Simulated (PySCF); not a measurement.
Excitation energy of Zn by level of theory

Zn [Ar] 3d10 4s2 (1S) → Zn [Ar] 3d10 4s1 5s1 (3S), as a difference of total energies. Calculation: PySCF 2.14, in dyall-av2z; no relativity, point nucleus. Correlated levels: valence: [Ar] frozen; virtual orbitals above 40 to 60 times the deepest correlated orbital energy dropped. The calculations carry no spin-orbit coupling.

```json
{"method": "UHF", "excitation energy (eV)": "5.085", "difference from reference (eV)": "-1.570"}
{"method": "LDA", "excitation energy (eV)": "6.831", "difference from reference (eV)": "+0.176"}
{"method": "PBE", "excitation energy (eV)": "6.521", "difference from reference (eV)": "-0.134"}
{"method": "PBE0", "excitation energy (eV)": "6.255", "difference from reference (eV)": "-0.400"}
{"method": "r2SCAN", "excitation energy (eV)": "6.481", "difference from reference (eV)": "-0.174"}
{"method": "r2SCAN0", "excitation energy (eV)": "6.293", "difference from reference (eV)": "-0.362"}
{"method": "PBEsol", "excitation energy (eV)": "6.524", "difference from reference (eV)": "-0.131"}
{"method": "CAM-B3LYP", "excitation energy (eV)": "6.617", "difference from reference (eV)": "-0.038"}
{"method": "B2PLYP", "excitation energy (eV)": "6.503", "difference from reference (eV)": "-0.152"}
{"method": "MP2 (valence)", "excitation energy (eV)": "6.239", "difference from reference (eV)": "-0.416"}
{"method": "SCS-MP2 (valence)", "excitation energy (eV)": "6.305", "difference from reference (eV)": "-0.350"}
```

Reference: 6.655 eV (measured; NIST levels).

These non-relativistic numbers lack the scalar-relativistic shift.

Errors of the correlated levels include the incompleteness of this basis and the frozen core.
